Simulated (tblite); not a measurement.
Species: C5H14OSi2.
Cartesian coordinates in Å at the GFN2-xTB level; atoms count from 1:
```xyz
22
C5H14OSi2 angstrom
C     -2.3386    1.2582   -0.7906
C     -2.3237    0.8020    0.6321
C     -1.9646   -0.3918    1.0834
C     -1.4764   -1.5493    0.2783
Si     0.4369   -1.6382    0.2482
C      1.1562   -0.0224   -0.4621
O      2.5582   -0.1911   -0.4492
Si     3.7113    0.8342   -0.9349
H     -1.9626    0.4971   -1.4668
H     -1.7237    2.1513   -0.8999
H     -3.3543    1.5216   -1.0877
H     -2.6575    1.5491    1.3416
H     -1.9967   -0.5707    2.1504
H     -1.8604   -1.5011   -0.7400
H     -1.8548   -2.4726    0.7161
H      0.9617   -1.8152    1.6058
H      0.8599   -2.7543   -0.6060
H      0.8264    0.1798   -1.4861
H      0.8866    0.8537    0.1359
H      3.5428    1.1941   -2.3480
H      3.6853    2.0776   -0.1560
H      4.8777    0.0074   -0.6785
```

Calculated harmonic vibrations of the isolated species, GFN2-xTB (tblite), most abundant isotopes, no scaling. The method is semi-empirical: single wavenumbers can be off by several per cent or more. Modes of hydrogen on silicon can be 10 to 20 % off. One conformer, not necessarily the lowest.

Harmonic wavenumbers (cm⁻¹): 26.4, 40.5, 44.1, 52.2, 73.0, 81.1, 152.2, 165.8, 209.0, 222.8, 303.3, 404.8, 459.6, 540.3, 566.2, 597.8, 615.5, 649.0, 706.7, 738.7, 745.7, 767.2, 773.8, 789.7, 798.4, 816.1, 821.2, 842.0, 933.1, 949.5, 1029.5, 1044.6, 1082.5, 1127.1, 1155.9, 1199.7, 1206.5, 1278.3, 1284.9, 1358.9, 1406.0, 1471.5, 1476.4, 1480.8, 1495.2, 1729.4, 2200.9, 2226.2, 2235.4, 2241.3, 2355.4, 2896.3, 2921.2, 2987.0, 2990.7, 2998.4, 3008.2, 3040.7, 3055.8, 3065.0.

A = 2221, B = 604.1, C = 506.8 MHz; mass 146.058 u (most abundant isotopes); point group C1, symmetry number 1.

What is the zero-point energy?

Half the sum of the wavenumbers: 36968 cm⁻¹ = 442.23 kJ/mol.

Give the ideal-gas entropy at 273.15 K and 1 bar in the rigid-rotor, harmonic-oscillator model (classical rotation).

Translation 169.19, rotation 126.67, vibration 181.40: S = 477.3 J/(mol K).

And Cp and H(273.15 K) − H(0)?

Cp = 185.70 J/(mol K), of which vibrations give 152.44 (their classical limit is 60 R = 498.9); H(273.15 K) − H(0) = 32.10 kJ/mol without the zero-point energy, 23.02 from vibrations.

How do the functions run with temperature in this model?

| T (K) | S (J/(mol K)) | Cp (J/(mol K)) | H − H(0) (kJ/mol) | G − H(0) (kJ/mol) | ln q(vib) |
| --- | --- | --- | --- | --- | --- |
| 50 | 277.9 | 79.1 | 2.82 | -11.07 | 1.84 |
| 100 | 340.9 | 103.6 | 7.43 | -26.65 | 4.49 |
| 298.15 | 494.1 | 198.6 | 36.91 | -110.41 | 12.60 |
| 373.15 | 542.7 | 235.0 | 53.19 | -149.30 | 15.29 |
| 500 | 618.9 | 286.7 | 86.41 | -223.05 | 19.65 |
| 750 | 749.9 | 358.9 | 167.77 | -394.65 | 27.66 |
| 1000 | 860.1 | 406.5 | 263.83 | -596.27 | 34.94 |

q(vib) and H(0) count from the zero-point level.

What must be added to the electronic energy to get the Gibbs energy at 273.15 K and 1 bar?

ZPE + [H(273.15 K) − H(0)] − T·S = 442.23 + 32.10 − 130.37 = 343.96 kJ/mol.

Hindered rotation and anharmonicity are outside this model. Other conformers, if any are populated, would add a mixing term that is left out. The structure is chiral; the term R ln 2 for an equal mix with its mirror image is left out.
